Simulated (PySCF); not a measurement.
# How methods differ on the ionisation energy of V

V [Ar] 3d3 4s2 (4F) → V⁺ [Ar] 3d4 (5D), as a difference of total energies. Calculation: PySCF 2.14, in def2-SVP; no relativity, point nucleus. Correlated levels: valence: [Ar] frozen. The calculations carry no spin-orbit coupling.

Q: Order these methods by the ionisation energy they give, lowest first.
A. BP86
B. LDA
C. MP2 (valence)
D. UHF

A: D (6.046 eV), C (6.236 eV), B (6.293 eV), A (6.424 eV).

These non-relativistic numbers lack the scalar-relativistic shift.

Errors of the correlated levels include the incompleteness of this basis and the frozen core.

For comparison: 6.732 eV (measured; NIST levels, between the centres of gravity of the two terms).
